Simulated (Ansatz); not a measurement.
Compare A (`BC1(C)C=N1`) with its isomer B (`CNC1=CB1`).

Isolated molecules relaxed with PBE0-D4/def2-TZVP in Ansatz; ΔE leaves out vibrations. CCSD(T)/CBS is the MP2 limit (def2-TZVPP, def2-QZVPP) plus CCSD(T) − MP2 in def2-TZVPP, frozen cores. DFT in def2-TZVPP. B3LYP here is the variant with VWN-RPA as its local correlation; programs differ in this. One conformer a species, not always the lowest.

A:

Z-matrix (Å, degrees):
```
C
C 1 1.508
C 1 1.482 2 117.7
B 1 1.526 2 122.3 3 -158.2
N 1 1.594 2 114.6 3 52.6
H 2 1.092 1 111.9 3 -17.1
H 2 1.093 1 110.5 3 103.5
H 2 1.093 1 110.9 3 -137.6
H 3 1.083 1 147.3 2 -76.4
H 4 1.196 1 119.7 2 -169.4
H 4 1.198 1 120.4 2 12.5
```

B:

Z-matrix (Å, degrees):
```
C
N 1 1.441
H 1 1.095 2 111.8
H 1 1.094 2 111.4 3 121.6
H 1 1.089 2 108.2 3 -119.3
C 2 1.327 1 123.5 3 115.0
H 2 1.007 1 117.7 3 -63.0
B 6 1.483 2 156.9 1 1.5
C 6 1.365 2 142.0 1 -179.0
H 8 1.184 6 151.6 2 -0.4
H 9 1.081 6 139.3 2 0.3
```

Which isomer does CCSD(T)/CBS put lower? Give the gap. (Estimate.)

Computed: B, by 26.4 kcal/mol.

Give E(B) − E(A) in kcal/mol with CCSD/def2-TZVPP, PBE0-D4, MP2/def2-TZVPP, B3LYP-D4, CCSD(T)/def2-TZVPP, HF/def2-TZVPP, LDA (SPW92). (Best estimate.)

Ansatz gave: CCSD/def2-TZVPP -26.4, PBE0-D4 -32.5, MP2/def2-TZVPP -25.9, B3LYP-D4 -30.0, CCSD(T)/def2-TZVPP -25.2, HF/def2-TZVPP -31.4, LDA (SPW92) -37.2. None reverses the order clearly.

Does the order hold for the free energy at 298.15 K (harmonic terms from PBE0-D4)? (Best estimate.)

Ansatz gave: Yes: G(B) − G(A) = -23.5 kcal/mol, for one conformer each. Modes under 60 cm⁻¹, often nearly free rotors, make the harmonic entropy too high.

Largest T1 diagnostic: 0.012.

From BLYP to BHLYP (50 % exact exchange), in def2-TZVPP and without D4, E(B) − E(A) moves by −4.7 kcal/mol. Leaving LDA and LC-ωPBE aside and taking each functional with its dispersion term where it has one, the values, not all of them listed here, spread over 5.6 kcal/mol, from r2SCAN0-D4 to BLYP-D4. LDA lies −6.7 kcal/mol from PBE without D4.
